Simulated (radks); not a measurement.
Results of a calculation; reference values are marked as such.
Ionisation of Hf+, [Xe] 4f14 5d1 6s2, to Hf2+, [Xe] 4f14 5d2, under several functionals. Scalar-relativistic Kohn-Sham, spin-polarised, spherical densities, finite nucleus; open shells are filled with parallel spins first (spin-orbit coupling, left out, can overturn this in heavy ions); a radial shooting solver on a logarithmic mesh with Libxc functionals.

functional                                        E(Hf+) (hartree)  Exc (hartree)  IE (eV)  -e(HOMO) (eV)  <r> HOMO (bohr)  IE error (eV)
RPBE                                                   -15076.4024      -307.7603   14.926         10.920            2.159         +0.316
LDA (Slater exchange, Perdew-Zunger correlation)       -15066.9152      -298.2738   15.481         11.196            2.153         +0.871
exchange-only B88                                      -15073.0200      -304.3214   14.516         10.129            2.188         -0.094
exchange-only LDA                                      -15059.5687      -290.8437   14.405         10.067            2.186         -0.205
MS2 meta-GGA                                           -15075.4365      -306.2883   14.951         11.011            2.157         +0.341
SCAN                                                   -15078.1900      -308.5640   15.192         11.104            2.161         +0.582
AM05                                                   -15067.2616      -298.6253   14.951         11.018            2.151         +0.341
OLYP                                                   -15081.3994      -312.9800   14.630         10.872            2.135         +0.020

NIST Atomic Spectra Database: 14.61 eV (theoretical). Closest: OLYP. The Delta-SCF values span 1.08 eV, the total energies 21.83 hartree. The highest occupied level is 5d. Open shells are spherical and high-spin; term and fine-structure splittings are not resolved. Spin-orbit splitting is averaged out at the scalar-relativistic level.
